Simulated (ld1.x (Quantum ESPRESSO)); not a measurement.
## technetium: variants of one TM semilocal potential

Base potential:

| Property | Result |
| --- | --- |
| Element | Tc (Z = 43) |
| Generator | ld1.x (Quantum ESPRESSO) 7.5 |
| Type | norm-conserving Troullier–Martins (semilocal form) |
| Functional | PBE |
| Relativity | scalar-relativistic |
| Frozen core | [Kr] |
| Valence charge | 7 |
| Reference configuration | 4d5 5s1 5p1 |
| Partial waves | 5p (bound): rc 3.85 bohr; 4d (bound): rc 2.30 bohr; 5s (bound): rc 2.20 bohr |
| Local potential | the s channel |
| Core correction | none |

All-electron outer shells of the reference configuration (PBE, scalar-relativistic, ld1.x):

| shell | level (eV) | outermost node (bohr) | outermost maximum (bohr) |
| --- | --- | --- | --- |
| 4s | -74.85 | 0.50 | 0.95 |
| 4p | -46.82 | 0.51 | 1.03 |
| 4d | -8.04 | 0.50 | 1.27 |
| 5s | -5.96 | 1.28 | 2.69 |
| 5p | -2.10 | 1.45 | 3.58 |

Cutoffs, loose and tight: the cutoffs (Ry, on a coarse ladder) from which the occupation-weighted sum of valence levels, in a spherical-Bessel basis at the reference potential, stays within 10 and 1 mRy of its value at 400 Ry. They do not see the model core or the augmentation charge, which bear on the density cutoff. Test errors are all-electron minus pseudo excitation energies from the reference, over the configurations 4d5 5s2 5p0; 4d5 5s1 5p0; 4d5 5s0 5p0; 4d4 5s2 5p0; 4d3 5s0 5p0; 4d5 5s0 5p2; 4d5 5s1.5 5p0. A dash means not determined; rows that change the core or the reference have their own tests. The largest error is taken over the tests solved by every variant that gives reliable tests at all: 4d3 5s0 5p0; 4d5 5s0 5p0; 4d5 5s0 5p2.

A true bound ghost makes a file unfit for plane-wave use even where its test errors are small: the radial tests pick states by their node count and pass the ghost by.

In the semilocal form every listed channel keeps its own potential, so the choice of the local channel does not act on these tests. It acts once the file is put into the separable form.

A semilocal file is local in each channel, so a ghost entry of none says nothing of the separable form that plane-wave codes build from it.

| change | outcome | cutoff, loose | cutoff, tight | bound ghosts | largest test error (meV) |
| --- | --- | --- | --- | --- | --- |
| base | generated | 35 Ry | 45 Ry | none | +102 |
| core [Ar] 3d10 4s2, valence charge 13; reference 4p6 4d5 5s0 5p0; waves now 5s (bound): rc 2.50 bohr; 4d (bound): rc 1.90 bohr; 4p (bound): rc 1.20 bohr; local potential the p channel; core correction Bessel-smoothed model core, default radius (core density twice the valence density) | generated | 100 Ry | 140 Ry | none | -135 |
| wave 5p (bound): rc 3.85 bohr becomes 5p (bound): rc 5.48 bohr | generated | 35 Ry | 45 Ry | none | -51 |
| wave 5s (bound): rc 2.20 bohr becomes 5s (bound): rc 1.46 bohr | generated, misses its reference levels by 0.86 eV | 80 Ry | 260 Ry | none | -2481 |
| form changed from semilocal to separable (Kleinman–Bylander), still TM; local potential the d channel | generated | 35 Ry | 45 Ry | s, p | +102 |

**Question.** What comes out with this change to the base: reference 4d5 5s1.75 5p0.25?

**Answer.** outcome: generated; cutoff, loose: 35 Ry; cutoff, tight: 45 Ry; bound ghosts: none; largest test error (meV): +90.

**Question.** What comes out with this change to the base: wave 4d (bound): rc 2.30 bohr becomes 4d (bound): rc 2.42 bohr?

**Answer.** outcome: generated; cutoff, loose: 35 Ry; cutoff, tight: 40 Ry; bound ghosts: none; largest test error (meV): +110.

**Question.** What comes out with this change to the base: core correction a·sin(br)/r model core inside 1.94 bohr?

**Answer.** outcome: generated; cutoff, loose: 35 Ry; cutoff, tight: 45 Ry; bound ghosts: none; largest test error (meV): -506.
